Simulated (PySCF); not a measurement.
Cu(NH3)2 (CuH₆N₂), SMILES [NH3]->[Cu+]<-[NH3], charge +1, multiplicity 1.

The structure is a stationary point at B3LYP-D3(BJ)/def2-SVP. The multiplicity is an assumed one; other spin states were not compared.

These are PBE/def2-TZVPD run with PySCF values and carry that method's errors.

Symmetry labels are those of the subgroup C2 that the program uses (full group D3).

Q: List the valence orbital energies around the gap with their symmetry. (An estimate is asked for; the answer gives what the named calculation found.)

A: 
| orbital | symmetry | energy (eV) |
|---|---|---|
| HOMO−7 | A | -17.43 |
| HOMO−6 | A | -15.21 |
| HOMO−5 | B | -13.82 |
| HOMO−4 | A | -10.71 |
| HOMO−3 | B | -10.71 |
| HOMO−2 | B | -10.66 |
| HOMO−1 | A | -10.66 |
| HOMO | A | -10.33 |
| LUMO | A | -5.82 |
| LUMO+1 | B | -4.63 |
| LUMO+2 | A | -4.51 |
| LUMO+3 | B | -4.51 |
